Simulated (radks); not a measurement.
All-electron atom: the gadolinium ion Gd28+ in [Kr] (the NIST ground configuration). All-electron calculation, scalar-relativistic Kohn-Sham, PBEsol, spin-polarised, spherical densities, finite nucleus; Fermi nuclear charge, rms radius 5.1569 fm. Program: a radial shooting solver on a logarithmic mesh with Libxc functionals.

Radial electron density D(r) = 4 pi r^2 rho(r):

r (bohr),D(r) (e/bohr)
0.0009966,4.101
0.001133,5.055
0.001277,6.136
0.00144,7.430
0.001624,8.972
0.001845,10.94
0.002081,13.12
0.002346,15.67
0.002645,18.65
0.002982,22.08
0.003389,26.27
0.003821,30.73
0.004309,35.68
0.004858,41.11
0.005521,47.35
0.006225,53.50
0.007019,59.78
0.007914,65.96
0.008923,71.78
0.01014,77.25
0.01143,81.35
0.01289,84.16
0.01454,85.48
0.01652,85.21
0.01863,83.56
0.021,81.02
0.02368,78.29
0.0267,76.29
0.03035,76.03
0.03421,78.35
0.03858,83.46
0.04349,90.93
0.04943,100.1
0.05574,107.7
0.06284,112.3
0.07085,112.1
0.07989,106.9
0.0908,97.32
0.1024,87.88
0.1154,81.62
0.1301,81.00
0.1479,86.37
0.1668,93.58
0.188,97.64
0.212,94.17
0.239,82.05
0.2717,63.10
0.3063,45.66
0.3454,33.50
0.3894,27.90
0.4426,26.32
0.499,24.78
0.5626,20.76
0.6344,14.66
0.7153,8.491
0.8129,3.739
0.9166,1.361
1.033,0.3838
1.165,0.08144
1.324,0.01099
1.493,0.001168

D(r) has 3 maxima, at r = 0.0151, 0.0665, 0.191 bohr, and minima at 0.0289, 0.124 bohr, inside which lie 1.93, 11.00 electrons.
